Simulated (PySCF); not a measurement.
Cl4Te, SMILES Cl[Te-](Cl)(Cl)Cl, charge -1, multiplicity 2.

Coordinates come from a r2SCAN-D4/def2-SVPD optimisation. The def2 effective core potentials stand for the cores of Te; spin–orbit coupling is left out.

Two levels are set side by side: PBE/def2-SVPD (PySCF) and PBE0/def2-SVPD (PySCF). Same geometry, gas phase. Differences are taken from unrounded values.

```json
[
 {"quantity": "α-spin orbital gap (eV)", "PBE0": "2.62", "PBE": "0.76", "PBE minus PBE0": "-1.86"},
 {"quantity": "β-spin orbital gap (eV)", "PBE0": "4.19", "PBE": "2.19", "PBE minus PBE0": "-1.99"},
 {"quantity": "mean polarisability (bohr³)", "PBE0": "135.3", "PBE": "141.0", "PBE minus PBE0": "5.7"}
]
```

PBE's more diffuse valence density responds more strongly to a field. Differences between two approximate levels are no errors against the true value.

Rough cost on one machine, each run with all the roots and properties that it gave: PBE0 against PBE within a factor of 2.
